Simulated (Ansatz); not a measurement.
Program: Ansatz. Geometries: PBE0-D4/def2-TZVP. ΔE: electronic, gas phase. CCSD(T)/CBS is the MP2 limit (def2-TZVPP, def2-QZVPP) plus CCSD(T) − MP2 in def2-TZVPP, frozen cores. This one scheme is used for every species. DFT in def2-TZVPP. B3LYP here is the variant with VWN-RPA as its local correlation; programs differ in this. HSE06 is defined as in plane-wave codes. For Ga outer-core shells are correlated without core-valence functions, which leaves a few kJ/mol of doubt a bond. Scalar relativity is left out up to krypton.

Consider the hydrogenolysis of the Al–Cl bond: `[Cl][Al]1[CH2][GaH]1` + H₂ → `[CH2]1[AlH][GaH]1` + HCl.

```json
{"level": "LDA (SPW92)", "ΔE (kJ/mol)": "143.9", "difference from CCSD(T)/CBS": "-8.9"}
{"level": "revPBE-D4", "ΔE (kJ/mol)": "149.9", "difference from CCSD(T)/CBS": "-2.9"}
{"level": "BLYP-D4", "ΔE (kJ/mol)": "149.4", "difference from CCSD(T)/CBS": "-3.4"}
{"level": "r2SCAN-D4", "ΔE (kJ/mol)": "155.8", "difference from CCSD(T)/CBS": "3.0"}
{"level": "B97M-V", "ΔE (kJ/mol)": "143.2", "difference from CCSD(T)/CBS": "-9.6"}
{"level": "PBE0-D4", "ΔE (kJ/mol)": "149.9", "difference from CCSD(T)/CBS": "-2.9"}
{"level": "B3LYP-D4", "ΔE (kJ/mol)": "149.9", "difference from CCSD(T)/CBS": "-2.9"}
{"level": "r2SCANh-D4", "ΔE (kJ/mol)": "155.5", "difference from CCSD(T)/CBS": "2.7"}
{"level": "r2SCAN0-D4", "ΔE (kJ/mol)": "155.0", "difference from CCSD(T)/CBS": "2.2"}
{"level": "HSE06-D4", "ΔE (kJ/mol)": "150.2", "difference from CCSD(T)/CBS": "-2.6"}
{"level": "BHLYP-D4", "ΔE (kJ/mol)": "151.7", "difference from CCSD(T)/CBS": "-1.1"}
{"level": "CAM-B3LYP-D4", "ΔE (kJ/mol)": "147.4", "difference from CCSD(T)/CBS": "-5.4"}
{"level": "ωB97M-V", "ΔE (kJ/mol)": "150.5", "difference from CCSD(T)/CBS": "-2.3"}
{"level": "B2PLYP", "ΔE (kJ/mol)": "151.0", "difference from CCSD(T)/CBS": "-1.8"}
{"level": "PBE-QIDH", "ΔE (kJ/mol)": "153.9", "difference from CCSD(T)/CBS": "1.1"}
{"level": "PBE", "ΔE (kJ/mol)": "146.4", "difference from CCSD(T)/CBS": "-6.4"}
{"level": "revPBE", "ΔE (kJ/mol)": "145.7", "difference from CCSD(T)/CBS": "-7.1"}
{"level": "r2SCAN", "ΔE (kJ/mol)": "155.0", "difference from CCSD(T)/CBS": "2.2"}
{"level": "PBE0", "ΔE (kJ/mol)": "147.3", "difference from CCSD(T)/CBS": "-5.5"}
{"level": "B3LYP", "ΔE (kJ/mol)": "145.3", "difference from CCSD(T)/CBS": "-7.5"}
{"level": "r2SCANh", "ΔE (kJ/mol)": "154.6", "difference from CCSD(T)/CBS": "1.8"}
{"level": "r2SCAN0", "ΔE (kJ/mol)": "154.0", "difference from CCSD(T)/CBS": "1.2"}
{"level": "HSE06", "ΔE (kJ/mol)": "147.6", "difference from CCSD(T)/CBS": "-5.2"}
{"level": "BHLYP", "ΔE (kJ/mol)": "146.8", "difference from CCSD(T)/CBS": "-6.0"}
{"level": "CAM-B3LYP", "ΔE (kJ/mol)": "144.4", "difference from CCSD(T)/CBS": "-8.4"}
{"level": "LC-ωPBE", "ΔE (kJ/mol)": "146.4", "difference from CCSD(T)/CBS": "-6.4"}
{"level": "RPA@PBE/def2-TZVPP", "ΔE (kJ/mol)": "141.5", "difference from CCSD(T)/CBS": "-11.3"}
{"level": "HF/def2-SVP", "ΔE (kJ/mol)": "144.0", "difference from CCSD(T)/CBS": "-8.8"}
{"level": "CCSD/def2-SVP", "ΔE (kJ/mol)": "143.7", "difference from CCSD(T)/CBS": "-9.1"}
{"level": "CCSD(T)/def2-SVP", "ΔE (kJ/mol)": "145.3", "difference from CCSD(T)/CBS": "-7.5"}
{"level": "HF/def2-TZVPP", "ΔE (kJ/mol)": "144.1", "difference from CCSD(T)/CBS": "-8.7"}
{"level": "MP2/def2-TZVPP", "ΔE (kJ/mol)": "160.2", "difference from CCSD(T)/CBS": "7.4"}
{"level": "SCS-MP2/def2-TZVPP", "ΔE (kJ/mol)": "153.3", "difference from CCSD(T)/CBS": "0.5"}
{"level": "CCSD(T)/def2-TZVPP", "ΔE (kJ/mol)": "149.4", "difference from CCSD(T)/CBS": "-3.4"}
{"level": "HF/def2-QZVPP", "ΔE (kJ/mol)": "143.2", "difference from CCSD(T)/CBS": "-9.6"}
{"level": "MP2/def2-QZVPP", "ΔE (kJ/mol)": "161.8", "difference from CCSD(T)/CBS": "9.0"}
{"level": "SCS-MP2/def2-QZVPP", "ΔE (kJ/mol)": "155.3", "difference from CCSD(T)/CBS": "2.5"}
{"level": "HF/CBS(def2)", "ΔE (kJ/mol)": "143.1", "difference from CCSD(T)/CBS": "-9.7"}
{"level": "MP2/CBS(def2)", "ΔE (kJ/mol)": "163.5", "difference from CCSD(T)/CBS": "10.7"}
{"level": "CCSD/CBS(def2)", "ΔE (kJ/mol)": "149.7", "difference from CCSD(T)/CBS": "-3.1"}
{"level": "CCSD(T)/CBS", "ΔE (kJ/mol)": "152.8", "difference from CCSD(T)/CBS": "0"}
```

Largest T1 diagnostic among the species: 0.015.

In def2-TZVPP, CCSD(T) changes the Hartree–Fock value by +5.4 kJ/mol (the triples alone add +3.1 kJ/mol) and MP2 by +16.1 kJ/mol. At CCSD(T), def2-SVP lies −7.5 kJ/mol from the extrapolated value and def2-TZVPP −3.4 kJ/mol. The D4 term adds +4.6 kJ/mol with B3LYP and +2.7 kJ/mol with PBE0; it sums over pairs of atoms, weighted by their polarisabilities, and B3LYP, whose exchange is more repulsive, gets the larger term.
